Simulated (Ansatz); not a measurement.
Relaxation of CH4AlClN2O (10 atoms, charge 0, multiplicity 1), to a largest force component of 0.015 eV/Å in at most 40 steps.

The calculation used RKS PBE-D4/def2-mTZVP (Ansatz).

```xyz
10
Properties=species:S:1:pos:R:3
N 0.622 -1.531 -0.771
C -0.543 -1.132 0.033
O -1.427 -1.996 0.336
Al -0.683 0.729 0.675
N 0.533 2.042 0.192
Cl -2.489 1.268 1.943
H 0.711 -2.465 -1.119
H 1.326 -0.757 -1.058
H 0.574 2.091 -0.791
H 1.460 1.700 0.563
```

**Question.** Where does it end, and by what steps?

**Answer.** It converged. After 39 steps the energy has fallen by 1.450 eV; H8 moved furthest, 2.01 Å. Joined: O3–Al4 (2.84 → 1.89 Å).

```tsv
step	energy less start (eV)	largest force component (eV/Å)	accepted
0	0.0000	3.800	yes
2	-0.6618	1.067	yes
4	-0.7788	0.628	yes
6	-0.9349	0.589	yes
8	-1.0625	0.749	yes
10	-1.1106	0.504	yes
12	-1.1255	0.113	yes
14	-1.1304	0.153	yes
16	-1.1337	0.138	yes
18	-1.1369	0.234	yes
20	-1.1414	0.195	yes
22	-1.1465	0.333	yes
24	-1.1562	0.267	yes
26	-1.1593	0.984	no
28	-1.1810	0.117	yes
30	-1.2231	0.453	yes
32	-1.3316	0.593	yes
34	-1.4116	0.406	yes
36	-1.4457	0.241	yes
38	-1.4501	0.045	yes
39	-1.4503	0.012	yes
```

```xyz
10
Properties=species:S:1:pos:R:3
N 0.196 -2.041 -1.127
C -0.098 -0.959 -0.419
O -0.104 -1.031 0.891
Al -0.545 0.740 0.418
N 0.635 2.026 0.753
Cl -2.601 1.266 0.532
H 0.391 -2.934 -0.662
H 0.188 -2.011 -2.142
H 0.378 2.990 0.950
H 1.643 1.903 0.810
```

Whether the end is a true minimum wasn't checked by a vibrational analysis.

Run time: 2.4 min on 2 threads of AMD EPYC 7R13 Processor (Zen 3), on a shared host, peak memory 0.21 GiB.
